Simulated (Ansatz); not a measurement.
`C#[C][Al][CH3]` radical, 8 atoms. Charge 0, multiplicity 2. Hardware: A = 2 threads of a server CPU on a shared host; B = 2 threads of an AMD EPYC 7R13 on a shared host and a share of an NVIDIA H100 80 GB. Correlated methods freeze the cores. Open-shell runs search over several starts.

(1) How many basis functions does each run have, and how long does it take in Ansatz? UHF-CCSD(T)/cc-pV(D+d)Z energy [A]; UKS PBE0-D4/def2-TZVPP energy [A]; UHF-CCSD(T)/cc-pV(T+d)Z energy [B]; UKS PBE0-D4/def2-SVP energy [A]; UKS PBE0-D4/def2-QZVPP energy [B]; UKS ωB97M-V/def2-SVP energy [A]; UKS PBE0-D4/def2-TZVP frequencies [A]; UKS ωB97M-V/def2-QZVPP energy [B]; direct RPA on PBE orbitals/def2-TZVPP energy [A]; UKS B97M-V/def2-TZVPP energy [A]; UHF-CCSD(T)/def2-QZVPP energy [B]; UHF-CCSD(T)/def2-TZVPP energy [B]. (Estimate.)

## Answers

(1) Computed: Other jobs shared the machine, so times are rough.

| level | job | functions | wall time | peak host memory (GiB) |
| --- | --- | --- | --- | --- |
| UKS PBE0-D4/def2-SVP | energy [A] | 80 | 3 s | 0.38 |
| UHF-CCSD(T)/def2-TZVPP | energy [B] | 191 | 4.2 s | 0.8 |
| UHF-CCSD(T)/cc-pV(T+d)Z | energy [B] | 185 | 6.5 s | 0.81 |
| UKS PBE0-D4/def2-QZVPP | energy [B] | 361 | 6.5 s | 0.91 |
| UKS PBE0-D4/def2-TZVPP | energy [A] | 191 | 7 s | 0.47 |
| UKS ωB97M-V/def2-SVP | energy [A] | 80 | 8 s | 0.38 |
| UKS ωB97M-V/def2-QZVPP | energy [B] | 361 | 8.5 s | 1.1 |
| direct RPA on PBE orbitals/def2-TZVPP | energy [A] | 191 | 9.1 s | 0.51 |
| UHF-CCSD(T)/cc-pV(D+d)Z | energy [A] | 85 | 13 s | 0.52 |
| UKS B97M-V/def2-TZVPP | energy [A] | 191 | 15 s | 0.4 |
| UHF-CCSD(T)/def2-QZVPP | energy [B] | 361 | 23 s | 1.6 |
| UKS PBE0-D4/def2-TZVP | frequencies [A] | 154 | 3.5 min | 0.41 |
